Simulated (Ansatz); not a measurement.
`CC[SiH2]O[SiH3]`, relaxed with RKS PBE0-D4/def2-TZVP in Ansatz from a PBE-D4/def2-SVP geometry. The force threshold is 0.005 eV/Å; the program also tests the step.

Charge 0, multiplicity 1.

Start:

```xyz
15

C     0.400   -2.029   -0.342
C    -0.498   -1.263    0.637
Si   -1.329    0.268   -0.089
O    -0.180    1.359   -0.657
Si    1.040    2.364   -0.115
H     0.864   -2.920    0.130
H    -0.171   -2.383   -1.226
H     1.223   -1.389   -0.723
H     0.077   -0.944    1.536
H    -1.313   -1.915    1.027
H    -2.182   -0.104   -1.271
H    -2.184    0.932    0.962
H     1.698    2.990   -1.310
H     2.069    1.585    0.667
H     0.485    3.447    0.774
```

Q: By how much does the energy fall, and how many steps does the optimiser take? (Estimate.)

A: Computed: 2.21 kcal/mol, in 16 steps.

Q: Which bonds change most? (Best estimate.)

A: Computed: Si3–O4 from 1.683 to 1.641 Å; O4–Si5 from 1.671 to 1.631 Å; C2–Si3 from 1.887 to 1.866 Å; Si5–H14 from 1.508 to 1.488 Å.

Q: Give the relaxed structure. (Estimate.)

A: Ansatz gave: 
```xyz
15

C     0.435   -1.945   -0.294
C    -0.534   -1.237    0.648
Si   -1.349    0.268   -0.095
O    -0.226    1.361   -0.585
Si    1.043    2.285   -0.144
H     0.879   -2.828    0.173
H    -0.066   -2.274   -1.208
H     1.254   -1.286   -0.592
H    -0.024   -0.935    1.570
H    -1.335   -1.918    0.962
H    -2.137   -0.108   -1.298
H    -2.252    0.907    0.902
H     1.537    3.009   -1.340
H     2.136    1.435    0.402
H     0.638    3.265    0.899
```
